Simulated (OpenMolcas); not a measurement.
A run on Ti3+ with 4 ligands (bromide) in square-planar coordination (D4h) at 2.45 Å. A charge of +0.25 e stands 2.4 Å behind each ligand. Ligand basis ANO-RCC-VDZP.
```
Ti    0.0000    0.0000    0.0000
Br    2.4500    0.0000    0.0000
Br    0.0000    2.4500    0.0000
Br   -2.4500    0.0000    0.0000
Br    0.0000   -2.4500    0.0000
```

- Program: OpenMolcas
- Method: SS-CASPT2, IPEA 0.25 Eh, imaginary shift 0.1 Eh (closed shells correlated: 3s 3p and the ligand valence shells)
- Basis: ANO-RCC-VTZP [6s5p3d2f1g]
- Scalar Hamiltonian: DKH2, point nucleus
- Active space: 1 electron in 5 orbitals (3d)
- State averaging: 2S+1 = 2 even, 5 roots
- Spin-orbit coupling: RASSI with atomic mean-field integrals over the reference wave functions

167 basis functions. Blocks (2S+1, parity, CSFs, roots kept): 2, even, 5, 5.

**Question.** How long do the CASPT2 steps take on 1 thread of Arm Neoverse V1 (shared host)?

**Answer.** About 16 s of wall time, without the integral step.
